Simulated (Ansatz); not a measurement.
C2H6AlNSe can be A, `C/N=C\[Se][AlH2]`, or B, `C=[N][Al]([CH3])[SeH]`.

Calculated with Ansatz (gas phase, PBE0-D4/def2-TZVP geometries, no zero-point term in ΔE). CCSD(T)/CBS adds triple-zeta CCSD(T) − MP2 to the extrapolated MP2 energy (def2 sets, frozen cores). DFT in def2-TZVPP. B3LYP here is the variant with VWN-RPA as its local correlation; programs differ in this. For Se outer-core shells are correlated without core-valence functions, which leaves a few kJ/mol of doubt a bond. Scalar relativity is left out up to krypton. One conformer a species, not always the lowest.

Which isomer does CCSD(T)/CBS put lower? Give the gap. (Estimate.)

Computed: B, by 166.3 kJ/mol.

Give E(B) − E(A) in kJ/mol with ωB97M-V, CCSD(T)/def2-TZVPP, MP2/def2-TZVPP, CCSD/def2-TZVPP, B3LYP-D4, r2SCAN-D4, B3LYP. (Estimate.)

Ansatz gave: ωB97M-V -170.6, CCSD(T)/def2-TZVPP -164.8, MP2/def2-TZVPP -166.3, CCSD/def2-TZVPP -171.3, B3LYP-D4 -162.4, r2SCAN-D4 -163.8, B3LYP -169.6. None reverses the order clearly.

Largest T1 diagnostic: 0.013.

The D4 term adds +7.2 kJ/mol with B3LYP and +3.5 kJ/mol with PBE0; it sums over pairs of atoms, weighted by their polarisabilities, and B3LYP, whose exchange is more repulsive, gets the larger term. From PBE to PBE0 (25 % exact exchange), in def2-TZVPP and without D4, E(B) − E(A) moves by −9.9 kJ/mol.
